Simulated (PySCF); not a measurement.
Species: ClGeH4P.
Atom-mapped SMILES: `[PH2:1][GeH2:2][Cl:3]` (hydrogens: H4, H5 on P1; H6, H7 on Ge2)

Method: PBE0-D3(BJ)/def2-SVP geometry optimisation, gas phase in PySCF 2.14.0; density fitting, grid level 1; the optimiser is geomeTRIC in internal coordinates, started from a GFN2-xTB structure with every atom displaced at random (about 0.01 Å).

Step 0: E = -78367.3266 eV
```
atom  x, y, z in Å  |  force x, y, z in eV/Å
P1      1.5106   -0.6234    0.3017   -0.506  -0.452  -0.062
Ge2    -0.7772   -0.2082    0.0322    0.359  -0.596   0.168
Cl3    -1.1942    1.7451   -0.6972   -0.045   0.805  -0.251
H4      1.8055   -0.0725   -0.9635    0.085   0.019  -0.422
H5      1.6782    0.6273    0.9034    0.136   0.565   0.453
H6     -1.4390   -1.1473   -0.9535    0.008  -0.356  -0.400
H7     -1.5499   -0.3502    1.3269   -0.037   0.015   0.514
```

Problem. Estimate the geometry and energy of step 1. (The exact step hangs on the optimiser's Hessian estimate; all steps are aligned on step 0, rigid shifts and turns removed.)

Solution. E = -78367.3953 eV, largest force 0.386 eV/Å
```
atom  x, y, z in Å  |  force x, y, z in eV/Å
P1      1.4647   -0.6088    0.2952    0.066   0.138   0.007
Ge2    -0.8019   -0.2363    0.0332   -0.161   0.215  -0.055
Cl3    -1.1345    1.8071   -0.7036   -0.021  -0.359   0.138
H4      1.7746   -0.0878   -1.0012   -0.024  -0.038   0.046
H5      1.6654    0.6583    0.9387   -0.029  -0.142  -0.052
H6     -1.4064   -1.2085   -1.0099    0.080   0.150   0.123
H7     -1.5279   -0.3531    1.3975    0.089   0.037  -0.207
```

The energy changes by -0.0687 eV. The first-order estimate −F·Δx gives -0.1987 eV and the mean of the old and new forces, exact on a quadratic surface, -0.0692 eV. The step makes an angle of 48° with the force vector and moves no atom by more than 0.089 Å.

The cost below is that of the whole optimisation. Hardware: one thread, Intel Xeon Platinum 8488C (x86_64) (shared host). Cost: 21 s wall, 0.37 GiB resident at most.
